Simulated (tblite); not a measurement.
Compound: C3H10F3NSi2.
Atom-mapped SMILES: `[CH3:1][CH2:2][NH:3][Si@@H:4]([SiH3:5])[C:6]([F:7])([F:8])[F:9]` (hydrogens: H10, H11, H12 on C1; H13, H14 on C2; H15 on N3; H16 on Si4; H17, H18, H19 on Si5)

A start from a force field or distance geometry was refined with GFN2-xTB geometry optimisation, gas phase (tblite 0.8.0). Values at the start:

```csv
coordinate,start
C1–C2,1.549 Å
C1–H10,1.100 Å
C2–N3,1.418 Å
C2–H13,1.111 Å
C2–H14,1.099 Å
N3–Si4,1.743 Å
N3–H15,1.001 Å
Si4–Si5,2.204 Å
Si4–C6,1.891 Å
Si4–H16,1.496 Å
Si5–H17,1.457 Å
C6–F7,1.378 Å
C1–C2–N3,106.6°
C2–N3–Si4,118.4°
N3–Si4–Si5,116.8°
N3–Si4–C6,107.5°
Si4–C6–F7,106.5°
Si4–C6–F9,109.7°
Si5–Si4–C6,106.4°
F7–C6–F8,107.9°
```

Q: How do these coordinates change at the GFN2-xTB level?

A: 
| coordinate | GFN2-xTB (Å or °) | change |
| --- | --- | --- |
| Si4–Si5 | 2.311 | +0.107 |
| Si4–C6 | 1.942 | +0.051 |
| N3–Si4 | 1.713 | -0.030 |
| C2–N3 | 1.448 | +0.030 |
| C6–F7 | 1.351 | -0.027 |
| C1–C2 | 1.525 | -0.024 |
| C2–H13 | 1.094 | -0.017 |
| Si4–H16 | 1.480 | -0.016 |
| C1–H10 | 1.087 | -0.013 |
| N3–H15 | 1.012 | +0.011 |
| Si5–H17 | 1.466 | +0.009 |
| C2–H14 | 1.092 | -0.007 |
| N3–Si4–C6 | 100.3 | -7.2 |
| Si4–C6–F7 | 113.4 | +6.9 |
| N3–Si4–Si5 | 110.5 | -6.3 |
| C1–C2–N3 | 112.9 | +6.3 |
| C2–N3–Si4 | 123.1 | +4.7 |
| Si5–Si4–C6 | 110.1 | +3.7 |
| F7–C6–F8 | 105.7 | -2.2 |
| Si4–C6–F9 | 111.7 | +2.0 |

The energy falls by 24.2 kcal/mol over 192 L-BFGS steps, the largest force on an atom goes from 3.02 to 0.007 eV/Å, and the atoms move by 0.844 Å rms after alignment. The bond that changes most is Si4–Si5 (SiH silicon to SiH3 silicon), which lengthens by 0.107 Å. Bonds longer at the end by more than 0.005 Å: 5 of 18; shorter: 12. Among the dihedrals that turn most is H14–C2–N3–Si4, from 60° to -38°. Rotational constants go from 1400, 786.5, 588.2 to 1351, 773.3, 573.3 MHz.

Time: 1.8 s. Hardware: one thread, Arm Neoverse V1 (aarch64) (shared host).

Its GFN2-xTB frequencies are all real (lowest 22 cm⁻¹). The numbers are those of one conformer. 3 starts were optimised and ended at 0.00, 0.02 and 1.90 kcal/mol (GFN2-xTB); the lowest of these is shown.

These are computed values.
